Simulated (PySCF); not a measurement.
**Steps of a relaxation of [Nd(H2O)2]2+**

[Nd(H2O)2]2+ (singlet in the valence; each metal's 4f electrons, 4 of them, lie in its core potential, out of spins and levels). PySCF 2.14.0, RKS PBE0, Nd lcecp-0-SVP with ECP50, O def2-SVP, H def2-SVP; non-relativistic Hamiltonian with scalar-relativistic core potentials where named; density fitting; no spin-orbit coupling. Origin of the start: template. Columns: position (Å) and force (eV/Å). Energies are counted from the last step; some of the 5 steps are shown. Forces carry noise of the integration grid, about 0.01 to 0.03 eV/Å.

Run from Python with OMP_NUM_THREADS=2. Where DIIS fails, smearing, a level shift and second-order steps follow.
It took 11 s on 2 threads of Arm Neoverse V1 (shared host), from the converged density of the start.

```xyz
7
step 0  E = 0.106 eV
Nd    0.0000    0.0000    0.0000     0.00    0.00    0.00
O     0.0000    0.0000    2.6825     0.00    0.00   -0.87
H     0.5445    0.5445    3.2725     0.00    0.00    0.13
H    -0.5445   -0.5445    3.2725     0.00    0.00    0.13
O     0.0000    0.0000   -2.6825     0.00    0.00    0.87
H     0.5445   -0.5445   -3.2725     0.00    0.00   -0.13
H    -0.5445    0.5445   -3.2725     0.00    0.00   -0.13
```

```xyz
7
step 1  E = 0.065 eV
Nd    0.0000    0.0000    0.0000     0.00    0.00    0.00
O     0.0000    0.0000    2.6480     0.00    0.00   -0.43
H     0.5405    0.5405    3.2509    -0.02   -0.02   -0.04
H    -0.5405   -0.5405    3.2509     0.02    0.02   -0.04
O     0.0000    0.0000   -2.6480     0.00    0.00    0.43
H     0.5405   -0.5405   -3.2509    -0.02    0.02    0.04
H    -0.5405    0.5405   -3.2509     0.02   -0.02    0.04
```

```xyz
7
step 3  E = 0.002 eV
Nd    0.0000    0.0000    0.0000     0.00    0.00    0.00
O     0.0000    0.0000    2.5345     0.00    0.00    0.22
H     0.5365    0.5365    3.1483     0.00    0.00   -0.12
H    -0.5365   -0.5365    3.1483     0.00    0.00   -0.12
O     0.0000    0.0000   -2.5345     0.00    0.00   -0.22
H     0.5365   -0.5365   -3.1483     0.00    0.00    0.12
H    -0.5365    0.5365   -3.1483     0.00    0.00    0.12
```

Where does the relaxation end?

It converges at step 4 in D2d:
```xyz
7
step 4  E = 0
Nd    0.0000    0.0000    0.0000
O     0.0000    0.0000    2.5317
H     0.5397    0.5397    3.1365
H    -0.5397   -0.5397    3.1365
O     0.0000    0.0000   -2.5317
H     0.5397   -0.5397   -3.1365
H    -0.5397    0.5397   -3.1365
```

How did the contacts change?


```csv
contact,start (Å),end (Å)
Nd1–O2 (H2O),2.683,2.532
Nd1–O5 (H2O),2.683,2.532
```


A frequency check found unstable modes (2, the lowest at -25 cm⁻¹), so the relaxed geometry is a saddle point, or these are noise. An lcecp potential fixes the number of 4f electrons, so in runs with it no electron can move into or out of that shell; real Nd(II) is rare or takes another configuration.
